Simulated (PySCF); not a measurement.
Spin states and ions at one geometry of Hg2F2

PySCF 2.14.0, RKS TPSS, Hg def2-SVP with ECP60, F def2-SVP; non-relativistic Hamiltonian with scalar-relativistic core potentials where named; density fitting; no spin-orbit coupling; singlets restricted, open shells unrestricted. The geometry is relaxed for charge 0, singlet, vacuum:

```xyz
4

Hg    0.0000    0.0000    1.7805
Hg    0.0000    0.0000   -1.7805
F     1.3843    0.0000    0.0000
F    -1.3843    0.0000    0.0000
```

Energies count from the relaxed state; an electron taken off or put on is at rest in vacuum. Charges and spins are Mulliken's.

```
                     state  energy (eV)  spin squared  charge on Hg1 (e)  spin on Hg1 (e)  dipole about the centre of mass (D)
 charge 0, singlet, vacuum         0.00          0.00               0.38             0.00                                 0.00
 charge 0, triplet, vacuum         0.29          2.00               0.40             0.76                                 0.00
charge +1, doublet, vacuum         8.50          0.75               0.83             0.41                                 0.00
```

What does the state charge -1, doublet, vacuum give?

energy (eV) -2.71, spin squared 0.75, charge on Hg1 (e) -0.06, spin on Hg1 (e) 0.35, dipole about the centre of mass (D) 0.01.

With an electron taken off (doublet) the charges change, summed by element, by Hg +0.90 e, F +0.10 e. The vertical ionisation energy is 8.50 eV, against −ε(HOMO) = 5.90 eV of the relaxed state. The level lies 2.6 eV too high, as is usual for semilocal functionals and global hybrids, which keep a self-interaction error.

With an electron put on (doublet) the charges change, summed by element, by Hg -0.89 e, F -0.11 e. The vertical electron affinity is 2.71 eV, against −ε(LUMO) = 5.19 eV of the relaxed state. The basis has no diffuse functions, which an added electron needs.

Open shells may have lower solutions than those found.

No frequency check is given that shows the relaxed geometry to be a minimum. The gap of the closed shell is small, and it wasn't tested for a lower spin-broken solution at this geometry.
